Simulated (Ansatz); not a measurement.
cyclobutane (C₄H₈), singlet, geometry from GFN2-xTB. Base run: Ansatz (a quantum-chemistry and plane-wave program) with SVWN5/aug-cc-pVDZ.

Ansatz was given this input:
Ansatz 0.2 input:
```yaml
crystal:
  periodic: [false, false, false]
  atoms:
    - {symbol: C, position_ang: [-0.00613316, 1.08295583, 0.05853653]}
    - {symbol: C, position_ang: [0.00685792, -1.08220991, 0.07093756]}
    - {symbol: C, position_ang: [-1.08294605, -0.00683358, -0.05863980]}
    - {symbol: C, position_ang: [1.08222129, 0.00608767, -0.07083428]}
    - {symbol: H, position_ang: [-0.01505399, 1.84231484, -0.72076860]}
    - {symbol: H, position_ang: [-0.00362364, 1.57729882, 1.02791527]}
    - {symbol: H, position_ang: [0.00710304, -1.85049784, -0.69961794]}
    - {symbol: H, position_ang: [0.01523239, -1.56535126, 1.04591487]}
    - {symbol: H, position_ang: [-1.84243222, -0.00692746, 0.72059245]}
    - {symbol: H, position_ang: [-1.57713057, -0.01535111, -1.02806518]}
    - {symbol: H, position_ang: [1.85038317, 0.01511046, 0.69979409]}
    - {symbol: H, position_ang: [1.56552182, 0.00340356, -1.04576496]}
basis:
  gaussian:
    orbitals: aug-cc-pVDZ
hamiltonian:
  xc: {name: SVWN5}
```

Variants of this job, named by their change:

```tsv
change	ΔE vs base (kcal/mol)
base	0.000
point_charge = charge:0.5 position_ang:2.3567, 1.87, -3.9665	-0.306
fitting.mean_field = def2-universal-JKFIT	-0.067
final_grid = 4, 8, 17	___
lower_state_search = off	0.000
nuclear_model = gaussian	0.008
fitting.mean_field = cc-pVTZ-JKFIT	-0.064
accuracy = high	0.000
point_charge = charge:1.0 position_ang:0.4034, -0.9163, -4.8766	-1.04
forces = on	0.000
point_charge = charge:-1.0 position_ang:4.0122, 1.7922, 2.3398	-2.69
```

Question: Complete the blanks.

Answer: 
- final_grid = 4, 8, 17, ΔE vs base (kcal/mol): -0.156
